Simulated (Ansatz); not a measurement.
`[F][In]([F])[O][SiH3]` + HBr → `[F][In]([F])[Br]` + `O[SiH3]` at 298.15 K and 1 bar (ligand exchange at the In–O bond).

Computed with Ansatz on PBE0-D4/def2-TZVP structures; ΔE is electronic, products minus reactants. CCSD(T)/CBS adds triple-zeta CCSD(T) − MP2 to the extrapolated MP2 energy (def2 sets, frozen cores). def2 core potentials past Kr. For Br, In outer-core shells are correlated without core-valence functions, which leaves a few kJ/mol of doubt a bond. Scalar relativity is left out up to krypton. One conformer a species, not always the lowest.

| species | CCSD(T)/CBS energy (Eh) | H − E (kJ/mol) | S (J/(mol·K)) |
| --- | --- | --- | --- |
| `[F][In]([F])[O][SiH3]` | -755.56161 | 109.4 | 403.5 |
| HBr | -2573.91920 | 24.6 | 198.6 |
| `[F][In]([F])[Br]` | -2962.82519 | 28.6 | 340.1 |
| `O[SiH3]` | -366.69042 | 113.6 | 257.8 |

H − E and S are ideal-gas, rigid-rotor, harmonic terms from PBE0-D4/def2-TZVP, for one conformer and one mirror image of each species. 1 Eh = 2625.50 kJ/mol, R = 8.31446 J/(mol·K).

By hand: ΔE, ΔH, ΔS and ΔG.

ΔE = (-2962.82519) + (-366.69042) − (-755.56161) − (-2573.91920) = -0.03480 Eh = -91.4 kJ/mol. Δ(H − E) = 28.6 + 113.6 − 109.4 − 24.6 = 8.2, so ΔH = -83.2 kJ/mol. ΔS = 340.1 + 257.8 − 403.5 − 198.6 = -4.2 J/(mol·K). ΔG = -83.2 − 298.15 × (-4.2)/1000 = -81.9 kJ/mol.

By hand: the equilibrium constant, and the temperature at which ΔG would vanish if ΔH and ΔS stayed fixed.

log₁₀ K = −ΔG/(RT ln 10) = 14.3. ΔG = 0 at ΔH/ΔS = 19810 K, far beyond where these terms or the molecules hold.

The number of gas molecules stays the same, so ΔS is small and ΔH decides. A doubt of 5 kJ/mol in ΔE shifts log₁₀ K by 0.9 here. Other conformers and mirror images would add mixing entropy, several J/(mol·K) or more a flexible species. Modes under 60 cm⁻¹, often nearly free rotors, make the harmonic entropy too high. These are equilibria of isolated gas molecules and say nothing of rates. Largest T1 diagnostic: 0.017 (customary marks: 0.02 for closed shells, 0.045 for open ones).
